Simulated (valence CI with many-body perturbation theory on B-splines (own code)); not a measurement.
E1 transitions of Tl⁶⁷⁺

Calculated by relativistic CI+MBPT: four valence electrons over a frozen Dirac-Fock core [Ne], radial functions for each j: 11 s, 11 p, 9 d, 7 f, 5 g, 2 h, 1 i, with the one-electron correlation potential Σ1, the two-electron term Σ2, the three-electron term Σ3, Breit, model QED; selected CI, second order for the rest (own B-spline code, finite nucleus).

No measured spectrum was set against this ion. As an estimate, large intervals hold to a few tenths of a per cent, small ones and those within an open d or f shell to about a per cent.

Lines 1 to 50 of 274 in falling wavelength, among levels below 1784.8 eV, chosen from the strongest by gf and those to the six lowest levels. Wavelengths and rates use the calculated energies. Electric multipoles are in the length gauge, E1 and E2 with the static RPA response of the core. Weak lines are less certain than strong ones. Lines between different terms over intervals too small for the method are left out, as are lines whose strength nearly cancels. The highest levels of a list are the least certain.

Levels are named by their leading jj configuration (3d3/2^4 stands for four electrons in 3d with j = 3/2), which in mixed levels can hold well under half, so a name can repeat and another be missing. Letters in brackets count levels of one name in rising energy.

```
λ vac (Å)                           Upper                           Lower   A (s⁻¹)  S (a.u.)
    78.33          (3s 3p1/2^2 3d3/2) J=2          (3s^2 3p1/2 3d3/2) J=1  9.89e+09  1.17e-02
    77.27  (3s 3p1/2 3p3/2 3d5/2) J=4 [a]          (3s^2 3p3/2 3d5/2) J=4  3.80e+09  7.79e-03
    76.10      (3s 3p1/2 3p3/2 3d3/2) J=4          (3s^2 3p3/2 3d3/2) J=3  1.29e+10  2.52e-02
    73.22       (3p1/2^2 3p3/2 3d3/2) J=3  (3s 3p1/2 3p3/2 3d3/2) J=2 [d]  9.88e+09  1.34e-02
    72.55  (3s 3p1/2 3p3/2 3d3/2) J=2 [b]          (3s^2 3p3/2 3d3/2) J=2  7.72e+09  7.27e-03
    70.76  (3s 3p1/2 3p3/2 3d5/2) J=4 [b]          (3s^2 3p3/2 3d5/2) J=3  8.67e+09  1.36e-02
    69.25  (3s 3p1/2 3p3/2 3d3/2) J=3 [b]          (3s^2 3p3/2 3d3/2) J=2  5.52e+09  6.33e-03
    67.70  (3s 3p1/2 3p3/2 3d5/2) J=3 [a]          (3s^2 3p3/2 3d5/2) J=2  5.86e+09  6.28e-03
    66.66          (3s 3p1/2^2 3p3/2) J=2          (3s^2 3p1/2 3p3/2) J=2  1.63e+10  1.19e-02
    66.57      (3s 3p1/2 3p3/2 3d5/2) J=5          (3s^2 3p3/2 3d5/2) J=4  2.73e+10  4.38e-02
    66.04  (3s 3p1/2 3p3/2 3d3/2) J=2 [c]          (3s^2 3p3/2 3d3/2) J=1  1.01e+10  7.18e-03
    65.98          (3s 3p1/2 3p3/2^2) J=3              (3s^2 3p3/2^2) J=2  1.90e+10  1.89e-02
    65.18  (3s 3p1/2 3p3/2 3d3/2) J=1 [c]          (3s^2 3p3/2 3d3/2) J=1  1.87e+10  7.66e-03
    64.88  (3s 3p1/2 3p3/2 3d5/2) J=4 [c]          (3s^2 3p3/2 3d5/2) J=3  1.74e+10  2.12e-02
    63.92          (3s 3p1/2^2 3d5/2) J=3          (3s^2 3p1/2 3d5/2) J=3  2.24e+10  2.02e-02
    63.78      (3s 3p1/2 3p3/2^2) J=1 [a]              (3s^2 3p3/2^2) J=0  1.48e+10  5.70e-03
    63.57  (3s 3p1/2 3p3/2 3d5/2) J=3 [b]          (3s^2 3p3/2 3d5/2) J=2  2.29e+10  2.03e-02
    63.39  (3s 3p1/2 3p3/2 3d5/2) J=1 [c]          (3s^2 3p3/2 3d5/2) J=1  2.40e+10  9.04e-03
    63.34          (3s 3p1/2^2 3d5/2) J=3          (3s^2 3p1/2 3d5/2) J=2  3.63e+10  3.19e-02
    63.27  (3s 3p1/2 3p3/2 3d3/2) J=3 [c]          (3s^2 3p3/2 3d3/2) J=3  2.59e+10  2.27e-02
    63.22  (3s 3p1/2 3p3/2 3d5/2) J=1 [a]          (3s^2 3p3/2 3d5/2) J=2  1.68e+10  6.27e-03
    63.21       (3p1/2^2 3p3/2 3d3/2) J=2  (3s 3p1/2 3p3/2 3d3/2) J=2 [b]  1.21e+10  7.54e-03
    63.18          (3s 3p1/2^2 3p3/2) J=2          (3s^2 3p1/2 3p3/2) J=1  2.02e+10  1.26e-02
    62.75  (3s 3p1/2 3p3/2 3d3/2) J=3 [a]      (3s 3p1/2 3p3/2^2) J=2 [b]  6.61e+09  5.64e-03
    62.71  (3s 3p1/2 3p3/2 3d5/2) J=2 [c]          (3s^2 3p3/2 3d5/2) J=1  1.80e+10  1.09e-02
    62.48       (3p1/2^2 3p3/2 3d3/2) J=0  (3s 3p1/2 3p3/2 3d3/2) J=1 [b]  5.66e+10  6.81e-03
    62.26       (3p1/2^2 3p3/2 3d3/2) J=1  (3s 3p1/2 3p3/2 3d3/2) J=1 [c]  2.75e+10  9.82e-03
    61.92       (3p1/2^2 3p3/2 3d3/2) J=3  (3s 3p1/2 3p3/2 3d3/2) J=3 [c]  2.99e+10  2.45e-02
    61.63          (3s 3p1/2^2 3d3/2) J=1          (3s^2 3p1/2 3d3/2) J=2  4.55e+10  1.58e-02
    61.49       (3p1/2^2 3p3/2 3d3/2) J=1  (3s 3p1/2 3p3/2 3d3/2) J=2 [c]  2.14e+10  7.37e-03
    60.91  (3s 3p1/2 3p3/2 3d5/2) J=2 [b]          (3s^2 3p3/2 3d5/2) J=2  2.31e+10  1.29e-02
    60.56           (3p1/2^2 3p3/2^2) J=2      (3s 3p1/2 3p3/2^2) J=1 [a]  1.47e+10  8.07e-03
    60.19           (3p1/2^2 3p3/2^2) J=2      (3s 3p1/2 3p3/2^2) J=2 [b]  2.00e+10  1.07e-02
    59.85  (3s 3p1/2 3p3/2 3d5/2) J=2 [d]          (3s^2 3p3/2 3d5/2) J=1  2.02e+10  1.07e-02
    59.33  (3s 3p1/2 3p3/2 3d5/2) J=3 [d]          (3s^2 3p3/2 3d5/2) J=3  2.97e+10  2.14e-02
    59.19  (3s 3p1/2 3p3/2 3d3/2) J=2 [a]          (3s 3p1/2 3p3/2^2) J=3  1.02e+10  5.22e-03
    59.16          (3s 3p1/2^2 3d3/2) J=2          (3s^2 3p1/2 3d3/2) J=2  3.54e+10  1.81e-02
    59.12          (3s 3p1/2^2 3d5/2) J=2          (3s^2 3p1/2 3d5/2) J=3  5.03e+10  2.57e-02
    59.12  (3s 3p1/2 3p3/2 3d5/2) J=2 [c]          (3s^2 3p3/2 3d5/2) J=3  2.17e+10  1.10e-02
    58.83  (3s 3p1/2 3p3/2 3d5/2) J=4 [b]          (3s^2 3p3/2 3d5/2) J=4  1.10e+10  9.98e-03
    58.63          (3s 3p1/2^2 3d5/2) J=2          (3s^2 3p1/2 3d5/2) J=2  1.27e+10  6.29e-03
    57.80          (3s 3p1/2 3d3/2^2) J=2  (3s 3p1/2 3p3/2 3d3/2) J=3 [b]  1.31e+10  6.22e-03
    57.50          (3s 3p1/2^2 3p3/2) J=1          (3s^2 3p1/2 3p3/2) J=2  5.52e+10  1.55e-02
    57.43      (3s 3p1/2 3p3/2^2) J=2 [b]              (3s^2 3p3/2^2) J=2  3.30e+10  1.54e-02
    57.09      (3s 3p1/2 3p3/2^2) J=1 [a]              (3s^2 3p3/2^2) J=2  2.57e+10  7.08e-03
    56.75       (3p1/2^2 3p3/2 3d3/2) J=1  (3s 3p1/2 3p3/2 3d3/2) J=2 [b]  2.01e+10  5.43e-03
    56.57  (3s 3p1/2 3p3/2 3d5/2) J=2 [d]          (3s^2 3p3/2 3d5/2) J=3  1.89e+10  8.43e-03
    56.42  (3s 3p1/2 3p3/2 3d3/2) J=1 [d]          (3s^2 3p3/2 3d3/2) J=2  2.53e+10  6.73e-03
    56.31           (3p1/2^2 3p3/2^2) J=0      (3s 3p1/2 3p3/2^2) J=1 [a]  1.02e+11  8.96e-03
    55.82          (3s 3p1/2^2 3d3/2) J=1          (3s 3p1/2^2 3p3/2) J=1  1.95e+10  5.02e-03
```
